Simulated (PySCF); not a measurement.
# Energy profile

The step: SiNH₅ ([NH2][SiH3]) + H₂S → SiNH₅S ([NH2][SiH2][SH]) + H₂; bonds formed: Si1–S7, H2–H6; bonds broken: Si1–H2, H6–S7 (atoms numbered as in the saddle structure below).

```csv
atom,x (Å),y (Å),z (Å)
Si1,-0.5516,-0.1327,-0.0075
H2,0.8341,-1.0036,-0.4049
H3,-1.3980,-1.1332,-0.7041
H4,-1.3628,1.1104,0.1567
N5,-0.0493,-0.2793,1.6164
H6,0.8630,-0.3669,-1.2673
S7,0.3259,0.8252,-2.1635
H8,0.5879,-0.9759,1.9630
H9,-0.4300,0.3155,2.3342
H10,1.1808,1.6406,-1.5230
```

Electronic energies by CCSD(T) at an estimated basis limit (MP2 extrapolated from triple and quadruple zeta, plus CCSD(T) − MP2 in triple zeta), on PBE0-D4/def2-TZVP structures; SiNH₇S, singlet; no counterpoise correction. Program: PySCF 2.14 with density fitting (its default auxiliary sets; JK sets also for MP2 and CCSD(T)). Basis: def2-TZVPP and def2-QZVPP. Cores are frozen in the correlated methods. Extrapolation: Hartree–Fock as exp(−7.88 √X), correlation as X^−2.97.

Task: Give the profile in kcal/mol, counted from the separated reactants. (An estimate is asked for; the value comes from the calculation.)

Result: By the calculation:
```csv
point,kcal/mol
"separated: SiNH₅ (linked as [NH2][SiH3]; Si1, H2, H3, H4, N5, H8, H9; singlet) + H₂S (H6, S7, H10; singlet)",0.00
start structure,-1.51
saddle,41.55
end structure,-13.24
"separated: SiNH₅S (linked as [NH2][SiH2][SH]; Si1, H3, H4, N5, S7, H8, H9, H10; singlet) + H₂ (H2, H6; singlet)",-12.38
```

No T1 diagnostic of these runs exceeds 0.013.

For scale, one of the runs: CCSD(T)/def2-TZVPP, 213 basis functions, launched by `OMP_NUM_THREADS=4 python run.py`. Hardware: 4 CPU threads of an Arm Neoverse V2, shared host. Wall time 6.5 min; peak host memory 2.7 GiB.
